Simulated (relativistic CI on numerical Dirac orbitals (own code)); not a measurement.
# Hyperfine structure of Br²⁵⁺, mass number 79

Computed by Dirac-Coulomb-Breit CI, orbitals from a KLI potential per configuration, model QED (radiative potential, 1s self-energy scaled to tabulated hydrogen-like ionisation energies), unscaled Slater integrals (own radial code, finite nucleus).

CI space (outside the closed core 1s2): 2s²2p⁶, 2s²2p⁵3s, 2s²2p⁵3p, 2s²2p⁵3d, 2s2p⁶3s, 2s2p⁶3p, 2s2p⁶3d, 2s²2p⁵4s, 2s²2p⁵4p, 2s²2p⁵4d, 2s²2p⁵4f, 2s2p⁶4s, 2s2p⁶4p, 2s²2p⁴3s², 2s2p⁶4d, 2s2p⁶4f. Levels of other configurations are missing.

Nuclear spin I = 3/2, μ = 2.1046 μN, Q = 0.3087 b (tables of Stone and Pyykkö). The electronic factors are computed for point nuclear moments, without core polarisation or the Bohr-Weisskopf and QED corrections.

```json
{"Level": "2s²2p⁵3s ³P°2", "E (Ry)": "113.143", "A (GHz)": "182.5", "B (GHz)": "-40.1"}
{"Level": "2s²2p⁵3s ¹P°1", "E (Ry)": "113.374", "A (GHz)": "12.64", "B (GHz)": "-17.1"}
{"Level": "2s²2p⁵3s ³P°1", "E (Ry)": "116.832", "A (GHz)": "489.9", "B (GHz)": "-2.9"}
{"Level": "2s²2p⁵3p ³D2", "E (Ry)": "116.990", "A (GHz)": "106.4", "B (GHz)": "-39.6"}
{"Level": "2s²2p⁵3p ³D3", "E (Ry)": "117.720", "A (GHz)": "60.69", "B (GHz)": "-30.2"}
{"Level": "2s²2p⁵3p ¹P1", "E (Ry)": "117.762", "A (GHz)": "69.55", "B (GHz)": "4.86"}
{"Level": "2s²2p⁵3p ³P2", "E (Ry)": "118.060", "A (GHz)": "60.54", "B (GHz)": "-0.836"}
{"Level": "2s²2p⁵3p ³D1", "E (Ry)": "120.470", "A (GHz)": "337.3", "B (GHz)": "0.301"}
```

Levels with J = 0, under 50 % of one LS term, or S terms without an open s electron are left out. Small factors come from cancelling terms and can be off by tens of per cent or more.

At this charge energies of transitions that change n are usually good to better than 1 %, and those within a shell (Δn = 0) to a few per cent.

(1) Give the hyperfine levels of 2s²2p⁵3s ³P°2 relative to its centre of gravity.

Answers

(1) With K = F(F + 1) − I(I + 1) − J(J + 1), E = AK/2 + B[¾K(K + 1) − I(I + 1)J(J + 1)]/[2I(2I − 1)J(2J − 1)]: F = 1/2: -856.1, F = 3/2: -547.4, F = 5/2: -66.19, F = 7/2: 537.4 GHz.

LS names give the leading component of a level, which can be under half, so a name can repeat, a term be missing and a line seem to break the LS rules.
